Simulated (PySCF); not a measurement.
C₂H₆N₂OSi, SMILES N[Si@@H]1COC=N1.

Coordinates come from a B3LYP-D3(BJ)/def2-SVP optimisation. The structure was generated by enumeration; whether it is a known compound was not checked. One conformer was computed; it need not be the lowest.

All values below come from r2SCAN/def2-TZVP in PySCF.

The molecule is in vacuum.

Computed frontier levels, gap, dipole moment and polarisability:
| Quantity | Result |
|---|---|
| highest occupied level | -6.25 eV |
| lowest empty level | -0.78 eV |
| orbital gap | 5.46 eV |
| dipole moment | 1.75 D |
| quadrupole, principal values (traceless, Buckingham form, about the centre of nuclear charge) | -6.89, 0.83, 6.06 D·Å |
| mean static polarisability | 62.9 bohr³ (9.32 Å³) |
| polarisability, principal values | 52.4, 62.3, 73.9 bohr³ |
